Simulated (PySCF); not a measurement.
This PySCF input asks for the NMR shieldings of `O=C[SiH2]C[SiH2][SiH2][SiH3]`, C2H12OSi4; the geometry comes from GFN2-xTB.

```python
import basis_set_exchange as bse
import numpy as np
from pyscf import gto, dft
from pyscf.prop import nmr

atoms = """
O    -1.065884    0.572126    1.544787
C    -1.707481    1.171021    0.714557
Si   -1.759540    0.687632   -1.140253
C    -0.662103   -0.827364   -1.377494
Si   -0.221705   -1.850017    0.198639
Si    1.470857   -0.825088    1.396178
Si    2.154520    1.242230    0.608902
H    -2.316048    2.039228    1.045106
H    -1.327519    1.888554   -1.863559
H    -3.180870    0.440440   -1.411874
H     0.274430   -0.518722   -1.845748
H    -1.139945   -1.493516   -2.096323
H     0.183249   -3.162209   -0.351525
H    -1.483210   -2.141654    0.892347
H     2.657929   -1.711828    1.376297
H     1.144644   -0.768485    2.826341
H     2.485119    1.190929   -0.823881
H     3.350499    1.785520    1.259623
H     1.133256    2.290454    0.720190
"""
names = dict.fromkeys(["O", "C", "Si", "H"], "pcSseg-1")
basis = {el: gto.basis.parse(bse.get_basis(n, elements=[el], fmt="nwchem")) for el, n in names.items()}
mol = gto.M(atom=atoms, basis=basis, charge=0, verbose=0)
mf = dft.RKS(mol, xc="PBE0")
mf.grids.level = 2
mf.grids.alignment = dft.numint.BLKSIZE   # the property module wants whole blocks of grid points
mf.conv_tol = 1e-9
mf.kernel()

calc = nmr.RKS(mf)   # GIAO
C = mf.mo_coeff
Co = C[:, mf.mo_occ > 0]
resp = mf.gen_response(singlet=True, hermi=2)
def vind(x):   # induced exchange potential for any number of trial vectors
    d = np.einsum("pi,xij,qj->xpq", C, 2 * x.reshape(-1, C.shape[1], Co.shape[1]), Co, optimize=True)
    return np.einsum("xpq,pi,qj->xij", resp(d - d.transpose(0, 2, 1)), C, Co, optimize=True).ravel()
mo1, _ = nmr.rhf.solve_mo1(calc, with_cphf=vind)
sigma = calc.kernel(mo1)
for i, s in enumerate(sigma):   # ppm
    w = np.linalg.eigvalsh((s + s.T) / 2)
    print("%2d %-2s iso %8.1f  s11 %8.1f  s22 %8.1f  s33 %8.1f" % (i, mol.atom_pure_symbol(i), w.mean(), *w))
```

Question: What does it print?

Answer: 
```
 0 O  iso   -564.5  s11  -1547.0  s22   -532.2  s33    385.9
 1 C  iso    -70.7  s11   -220.5  s22    -88.8  s33     97.1
 2 Si iso    400.9  s11    352.8  s22    381.8  s33    468.0
 3 C  iso    205.2  s11    197.1  s22    204.0  s33    214.6
 4 Si iso    420.1  s11    399.2  s22    402.9  s33    458.1
 5 Si iso    474.3  s11    460.0  s22    474.7  s33    488.3
 6 Si iso    459.8  s11    429.1  s22    465.2  s33    485.1
 7 H  iso     19.5  s11     14.3  s22     20.4  s33     23.8
 8 H  iso     27.3  s11     23.9  s22     25.7  s33     32.2
 9 H  iso     27.3  s11     23.8  s22     25.4  s33     32.7
10 H  iso     31.9  s11     27.0  s22     29.6  s33     39.2
11 H  iso     31.7  s11     25.2  s22     28.8  s33     41.1
12 H  iso     27.4  s11     23.2  s22     25.7  s33     33.4
13 H  iso     27.7  s11     24.5  s22     25.9  s33     32.5
14 H  iso     28.2  s11     24.3  s22     25.7  s33     34.5
15 H  iso     27.6  s11     23.7  s22     25.1  s33     34.0
16 H  iso     28.3  s11     24.8  s22     27.1  s33     33.0
17 H  iso     28.1  s11     24.4  s22     25.4  s33     34.6
18 H  iso     28.9  s11     24.9  s22     28.4  s33     33.3
```

These numbers come from an equivalent density-fitted implementation of the same equations, which agrees with the script to about 0.01 ppm for H and up to a few tenths of a ppm for heavy atoms, so last digits may differ.

Question: Turn these shieldings into chemical shifts. Referencing at the same level of theory: ¹⁷O (336.08 ppm) against H2O; TMS for ¹³C (186.93 ppm), ²⁹Si (349.16 ppm), ¹H (31.72 ppm).

Answer: Averaging equivalent atoms: O 0: 900.5; C 1: 257.7; C 3: -18.3; Si 2: -51.7; Si 4: -70.9; Si 6: -110.6; Si 5: -125.2; H 7: 12.23; H 8/9: 4.45; H 12/13: 4.19; H 14/15: 3.81; H 16/17/18: 3.27; H 10/11: -0.08 ppm. Unscaled 17O shifts of doubly bonded oxygen tend to come out too high, by tens of ppm or more. Experimental scales use liquid or dissolved standards, which lie at an offset from isolated H2O (liquid H2O: subtract about 36 ppm).

Size and cost of the density-fitted run: 207 basis functions, 76 s wall time on 1 thread of an Arm Neoverse N1, shared host; peak memory 0.93 GiB.
